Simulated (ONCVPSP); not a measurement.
**PBE ONCV dataset for erbium, scalar-relativistic all-electron reference.**

* Element: Er
* Generator: ONCVPSP 4.0.1
* Type: optimised norm-conserving Vanderbilt (ONCV)
* Functional: PBE
* Relativity: scalar-relativistic
* Frozen core: [Kr] 4d10 4f11
* Valence charge: 11
* Reference configuration: 5s2 5p6 5d2 6s1
* Partial waves: 5s+6s: rc 2.10 bohr, ncon 3, nbas 6, qcut 5.4 1/bohr, 2 projectors; 5p: rc 1.65 bohr, ncon 3, nbas 7, qcut 4.1 1/bohr, 2 projectors, debl 2.2 Ha; 5d: rc 2.45 bohr, ncon 4, nbas 9, qcut 3.8 1/bohr, 3 projectors, debl 3.4 Ha
* Local potential: polynomial inside 1.50 bohr (lpopt 5, dvloc0 -1 Ha)
* Core correction: none

All-electron outer shells of the reference configuration (PBE, scalar-relativistic, ld1.x):

```csv
shell,level (eV),outermost node (bohr),outermost maximum (bohr)
5s,-54.81,0.60,1.10
5p,-28.64,0.65,1.26
4f,-8.31,–,0.51
6s,-4.08,1.49,3.26
5d,-1.50,0.73,1.93
```

Results:

```
Cutoffs needed      : 10 Ha and 60 Ha (the cutoffs (Ha) at which the residual kinetic energy of the hardest occupied pseudo-wave falls to 1 and 0.1 mHa per electron) The cutoffs count occupied waves only; projector 2 of the d channel, the hardest unoccupied one, needs 31 Ha at the loose tolerance.
Ghost test          : no bound ghost flagged; GHOST(+) flagged for s at 92.7 eV, d at 171.6 eV
Configuration tests : 1 of 4 tests not solved or not reliable
```

Generation and tests took about 9.8 s on one core of a shared server CPU.
